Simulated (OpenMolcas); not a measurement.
**d7 ions of charge +3 down a group with 6 water ligands in octahedral coordination**

```json
{"Program": "OpenMolcas", "Method": "SS-CASPT2, IPEA 0.25 Eh, imaginary shift 0.1 Eh", "Spin-orbit coupling": "state interaction with AMFI integrals over the reference wave functions"}
```

The d shell is active; CASPT2 correlates the ligand valence shells and the outer metal core. Anionic complexes are neutralised by point charges behind the ligands. Distances were set from a Shannon-type radius of the metal (high-spin where two are listed) plus a fixed donor radius (H2O 1.36 Å). Ligand basis ANO-RCC-VDZP, DKH2 Hamiltonian. States (labels of O, taken over from Oh, the nearest higher group). Energies in cm-1 above the lowest state or level, χT in cm3 K/mol; under a threefold ground state the first gap can be a small split of the lowest multiplet, not the spin-orbit step. Spin-only χT is S(S+1) / 2 for the spin of the ground state.

```json
{"Ion": "Ni3+", "Shell": "3d7", "R (Å)": "1.96", "Metal basis": "ANO-RCC-VTZP", "Ground state": "4T1", "First state of that spin": "4T2 11340", "First gap with spin-orbit (degeneracies)": "440 (2, 4)", "χT at 300 K": "3.337", "First state of another spin": "2E 2330", "Spin-only χT": "1.875"}
{"Ion": "Pd3+", "Shell": "4d7", "R (Å)": "2.12", "Metal basis": "ANO-RCC-VDZP", "Ground state": "2E", "First state of that spin": "2T1 15950", "First gap with spin-orbit (degeneracies)": "6650 (4, 2)", "χT at 300 K": "0.527", "First state of another spin": "4T1 7960", "Spin-only χT": "0.375"}
```

The rows also differ in their metal basis, so part of each step comes from that.

Below the highest spin of the shell: Pd3+. χT departs most from the spin-only value for Ni3+, by +1.462 cm3 K/mol.

Roots that are degenerate in the reference are averaged as groups; the widest CASPT2 spread within a group is 2900 cm-1 (the 3-fold group of multiplicity 2 near 36600 cm-1 above the lowest state of its run, Ni3+). Shifts and gaps below about the spread of the groups concerned are not significant. Over all roots computed the reference weight is 0.61 to 0.71 in Ni3+, 0.65 to 0.70 in Pd3+; the roots of lowest weight are the least certain, and an intruder state may touch them. Ligand-to-metal charge-transfer states are missing. These CASPT2 states fit no ligand-field parameters well, so their order and spin gaps are uncertain. With no ligand orbital active B as a rule stays too high, so bands that hang on it stand too high and its fall with covalency is understated. With one d shell and no ligand orbital active, 10Dq can be off by a tenth or more. An orbital triplet at a regular site is open to Jahn-Teller coupling, which can distort the site and quench the lowest spin-orbit gaps and is left out (holds for Ni3+). This shell can be high or low spin here, a state of another spin lies low, and with metal d orbitals alone active their balance is uncertain, so the ground spin may be wrong (holds for Ni3+). A single d shell leaves out the double-shell effect, which counts most for late 3d ions, where the CASPT2 field can be off either way by tens of per cent (holds for Ni3+). An orbital doublet at a regular site is open to a Jahn-Teller distortion, which this geometry leaves out (holds for Pd3+). This shell can be high or low spin here, a state of another spin lies low, and with metal d orbitals alone active their balance is uncertain, so the ground spin may be wrong, although the usual error favours high spin (holds for Pd3+). The least metal-like active orbital is 78 % on the metal (Löwdin) and no ligand orbital is active, so the numbers are rough (holds for Pd3+). No measured value stands beside these numbers; the geometry is a model, was not optimised and need not be the one that this ion takes.
